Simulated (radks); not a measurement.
The numbers below are computed, except where a source is named.
Species: Br+. Configuration: [Ar] 3d10 4s0.5 4p5.5 (fractional occupations, a model configuration). Level of theory: scalar-relativistic Kohn-Sham, PBE, spin-unpolarised, spherical densities, point nucleus (a radial shooting solver on a logarithmic mesh with Libxc functionals).

Normalised radial functions P(r) = r R(r), r in bohr:

r	2s	3p
0.00246	0.3209	0.0035
0.002796	0.3588	0.0044
0.003204	0.4031	0.0056
0.00367	0.4520	0.0072
0.004171	0.5021	0.0091
0.004779	0.5599	0.0117
0.005475	0.6222	0.0150
0.006273	0.6887	0.0192
0.00713	0.7545	0.0242
0.008168	0.8270	0.0308
0.009358	0.9008	0.0393
0.01064	0.9696	0.0493
0.01219	1.0397	0.0625
0.01396	1.1033	0.0789
0.01587	1.1535	0.0979
0.01818	1.1917	0.1227
0.02083	1.2085	0.1528
0.02367	1.1985	0.1868
0.02712	1.1536	0.2295
0.03107	1.0658	0.2796
0.03531	0.9375	0.3336
0.04046	0.7469	0.3979
0.04635	0.4970	0.4681
0.05268	0.2077	0.5377
0.06036	-0.1522	0.6118
0.06915	-0.5549	0.6808
0.07859	-0.9562	0.7348
0.09004	-1.3815	0.7720
0.1032	-1.7744	0.7782
0.1182	-2.0997	0.7425
0.1343	-2.3138	0.6615
0.1539	-2.4183	0.5182
0.1763	-2.3827	0.3136
0.2004	-2.2247	0.0694
0.2296	-1.9463	-0.2321
0.263	-1.5927	-0.5545
0.2989	-1.2346	-0.8505
0.3425	-0.8725	-1.1251
0.3924	-0.5652	-1.3271
0.446	-0.3438	-1.4296
0.5109	-0.1827	-1.4360
0.5854	-0.0861	-1.3431
0.6653	-0.0376	-1.1836
0.7622	-0.0135	-0.9666
0.8733	-0.0041	-0.7340
0.9925	-0.0011	-0.5279
1.137	-0.0002	-0.3432
1.303	0.0000	-0.2041
1.481	0.0000	-0.1144
1.696	0.0000	-0.0555
1.944	0.0000	-0.0238
2.227	0.0000	-0.0089
2.531	0.0000	-0.0030
2.899	0.0000	-0.0008
3.322	0.0000	-0.0002
3.775	0.0000	0.0000
4.325	0.0000	0.0000
4.955	0.0000	0.0000
5.632	0.0000	0.0000
6.453	0.0000	0.0000

2s: eigenvalue -1746.7 eV, 1 radial node at r = 0.0571 bohr, <r> = 0.190 bohr, 90 % of the charge inside 0.293 bohr. 3p: eigenvalue -187.08 eV, 1 radial node at r = 0.207 bohr, <r> = 0.564 bohr, 90 % of the charge inside 0.861 bohr.
